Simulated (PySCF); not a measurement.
**How methods differ on the excitation energy of Pb⁺**

Pb⁺ [Xe] 4f14 5d10 6s2 6p1 (2P) → Pb⁺ [Xe] 4f14 5d10 6s1 6p1 6d1 (high-spin determinant), as a difference of total energies. Computed with PySCF 2.14 in aug-cc-pVTZ-PP with ECP60MDF, with a scalar-relativistic core potential. Correlated levels: valence: 5s2 5p6 5d10 frozen. The calculations carry no spin-orbit coupling.

```
           method  excitation energy (eV)
              UHF                  14.625
    MP2 (valence)                  15.162
SCS-MP2 (valence)                  15.393
   CCSD (valence)                  15.139
CCSD(T) (valence)                  15.072
```

Problem. How much does correlation contribute at CCSD(T) (valence)?

Solution. 15.072 − (14.625) = 0.447 eV, measured against UHF.

The upper state lies above the first ionisation limit, but in LS coupling its spin forbids autoionisation to the ground ion; at this Z spin-orbit coupling breaks that rule.

The promoted electron is Rydberg-like, and one or two diffuse shells describe it only roughly, which tends to raise the upper state.

The coupled-cluster amplitudes are large for the upper state (T1 above 0.03 or a double amplitude above 0.15), so a single reference is strained.

The determinant of the upper state mixes LS terms, which raises its energy above the lowest term, most at the Hartree-Fock and MP2 levels.
